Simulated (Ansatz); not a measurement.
`CBOC` + H₂ → `BOC` + CH₄ at 298.15 K and 1 bar (hydrogenolysis of a B–C bond).

Isolated molecules relaxed with PBE0-D4/def2-TZVP in Ansatz; ΔE leaves out vibrations. CCSD(T)/CBS is the MP2 limit (def2-TZVPP, def2-QZVPP) plus CCSD(T) − MP2 in def2-TZVPP, frozen cores. This one scheme is used for every species. One conformer a species, not always the lowest.

```
species  CCSD(T)/CBS energy (Eh)  H − E (kJ/mol)  S (J/(mol·K))
 `CBOC`               -180.32625           259.7          309.5
     H₂                 -1.17544            35.1          130.4
  `BOC`               -141.04597           181.1          267.5
    CH₄                -40.46206           127.4          186.2
```

H − E and S are ideal-gas, rigid-rotor, harmonic terms from PBE0-D4/def2-TZVP, for one conformer and one mirror image of each species. The MP2-based limit puts H₂ 0.8 mEh under its directly extrapolated value; such offsets cancel only in part. 1 Eh = 2625.50 kJ/mol, R = 8.31446 J/(mol·K).

Problem. By hand: ΔE, ΔH, ΔS and ΔG.

Solution. ΔE = (-141.04597) + (-40.46206) − (-180.32625) − (-1.17544) = -0.00634 Eh = -16.6 kJ/mol. Δ(H − E) = 181.1 + 127.4 − 259.7 − 35.1 = 13.7, so ΔH = -2.9 kJ/mol. ΔS = 267.5 + 186.2 − 309.5 − 130.4 = 13.8 J/(mol·K). ΔG = -2.9 − 298.15 × (13.8)/1000 = -7.0 kJ/mol.

Problem. By hand: the equilibrium constant, and the temperature at which ΔG would vanish if ΔH and ΔS stayed fixed.

Solution. log₁₀ K = −ΔG/(RT ln 10) = 1.2. ΔH and −TΔS have one sign here, so there is no such temperature. One of them is within its doubt of zero, so this could turn.

TΔS isn't small against ΔH here. A doubt of 5 kJ/mol in ΔE shifts log₁₀ K by 0.9 here. Other conformers and mirror images would add mixing entropy, several J/(mol·K) or more a flexible species. These are equilibria of isolated gas molecules and say nothing of rates. Largest T1 diagnostic: 0.014 (customary marks: 0.02 for closed shells, 0.045 for open ones).
